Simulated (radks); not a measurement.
Results of a calculation; reference values are marked as such.
Effect of the nuclear size on the chlorine ion Cl2+, [Ne] 3s2 3p3. Level of theory: Dirac Kohn-Sham, LDA (Slater exchange, Perdew-Wang correlation), spin-unpolarised, spherical densities, finite nucleus; open shells fill j = l - 1/2 first; Fermi nuclear charge, rms radius 3.3654 fm (a radial shooting solver on a logarithmic mesh with Libxc functionals). The rms radius is varied about that value; shifts are against it.

\begin{tabular}{lrrrr}
rms radius (fm) & total energy shift (eV) & density at nucleus (e/bohr^3) & 1s1/2 shift (meV) & 2s1/2 shift (meV) \\ \hline
3.0053 & -0.00282 & 3577 & -1.19 & -0.086 \\
3.1904 & -0.00141 & 3573 & -0.593 & -0.043 \\
3.3654 & 0 & 3569 & 0.000 & 0.000 \\
3.6851 & 0.00277 & 3563 & 1.16 & 0.084 \\
3.9241 & 0.00500 & 3559 & 2.10 & 0.152 \\
\end{tabular}

Slopes of the eigenvalues against <r^2> in GHz/fm^2, as finite differences over the two radii next to the reference (eigenvalue slopes, not the field-shift constants of lines): 1s1/2 125, 2s1/2 9.04.
